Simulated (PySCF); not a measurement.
# Trend along the fourth-period p block: MRb molecules

r²SCAN with double-zeta basis sets in PySCF, for the lowest determinant that a PBE0 search found; no spin–orbit coupling. De refers to high-spin ground-configuration atoms. A positive dipole means M(−)Rb(+).

```tsv
M	basis	state (unpaired electrons)	Re (Å)	ωe (cm⁻¹)	De (eV)	μ (D)
Ge	def2-SVP	quartet (σ ↑, π ↑↑)	3.269	122	1.61	10.52
As	def2-SVP	triplet (π ↑↑)	3.309	128	1.20	8.98
Br	def2-SVP	singlet (closed shell)	3.004	171	3.96	11.18
```

The shortest bond is that of RbBr (3.004 Å), the longest that of RbAs (3.309 Å). RbBr is bound most strongly (3.96 eV) and RbAs least (1.20 eV).

The state changes along the series, so neighbouring rows are not always alike in their bonding.

Spin–orbit coupling is left out. States were picked by a PBE0 search and need not be the measured ground states.
